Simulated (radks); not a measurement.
Neutral osmium inside a hard spherical wall (all orbitals vanish at R), configuration held at [Xe] 4f14 5d6 6s2 and not refilled when levels cross. Calculated with a radial shooting solver on a logarithmic mesh with Libxc functionals: scalar-relativistic Kohn-Sham, PBE, spin-polarised, spherical densities, point nucleus; open shells are filled with parallel spins first (spin-orbit coupling, left out, can overturn this in heavy ions). Eigenvalues in eV for spin up, with the zero of energy where the potential of the charges vanishes at infinity; a dash marks a level that is unbound or too diffuse for the functional's potential to be trusted. A positive occupied level is held by the wall or, in an anion where self-interaction has pushed it up, behind a barrier. The pressure on the wall is -dE/dV.

R (bohr)	E (hartree)	kinetic (hartree)	e(4f)	e(5p)	e(5d)	e(6s)	e(6p, empty)	e(7s, empty)	pressure (GPa)
free	-17253.9427	19128.590	-51.903	-51.659	-7.221	-6.681	-1.473	-	0
20	-17253.9427	19128.590	-51.903	-51.659	-7.221	-6.681	-1.473	-	< 0.0001
12	-17253.9426	19128.591	-51.900	-51.657	-7.219	-6.679	-1.449	0.700	0.000379
10	-17253.9424	19128.593	-51.883	-51.639	-7.202	-6.665	-1.373	1.503	0.00684
7	-17253.9327	19128.672	-51.496	-51.256	-6.849	-6.332	-0.519	6.231	0.594
6	-17253.9075	19128.835	-50.849	-50.627	-6.281	-5.739	0.640	11.046	2.90
3	-17251.5375	19138.704	-32.365	-34.689	10.116	20.624	38.266	112.28	1060
2	-17236.8225	19192.394	12.871	4.829	60.527	128.58	168.21	382.27	23100
